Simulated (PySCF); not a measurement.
These 3 structures share the formula C3H2BrF. Computed with PySCF 2.14.0, PBE0-D3(BJ)/def2-SVP geometry optimisation, gas phase. One conformer each; no zero-point energy, no entropy. No frequencies were run at this level. Point groups hold within 0.08 Å.

Question: Rank from lowest to highest electronic energy at this level (kcal/mol).
A. `FC1(Br)C=C1`
B. `F[C@@H]1C=C1Br`
C. `C#C[C@H](F)Br`

Answer: A (0.0), C (0.1), B (0.4).

Neighbours under 2.5 kcal/mol apart (FC1(Br)C=C1 and C#C[C@H](F)Br; C#C[C@H](F)Br and F[C@@H]1C=C1Br) can change places with a better method, another conformer or zero-point energy.

```json
{"SMILES": "FC1(Br)C=C1", "E (Eh)": "-2788.42568", "E rel (kcal/mol)": "0.0", "dipole (D)": "2.94", "point group": "Cs", "A, B, C (MHz)": "6671, 2298, 1909"}
{"SMILES": "C#C[C@H](F)Br", "E (Eh)": "-2788.42558", "E rel (kcal/mol)": "0.1", "dipole (D)": "1.98", "point group": "C1", "A, B, C (MHz)": "5548, 2051, 1553"}
{"SMILES": "F[C@@H]1C=C1Br", "E (Eh)": "-2788.42507", "E rel (kcal/mol)": "0.4", "dipole (D)": "1.80", "point group": "C1", "A, B, C (MHz)": "10045, 1525, 1376"}
```

Q: As an exercise, what shares would exp(−E/RT) give at 298.15 K from these electronic energies alone (no entropy, no degeneracies)?

A: RT = 0.592 kcal/mol: FC1(Br)C=C1 41.1 %, C#C[C@H](F)Br 37.3 %, F[C@@H]1C=C1Br 21.6 %.
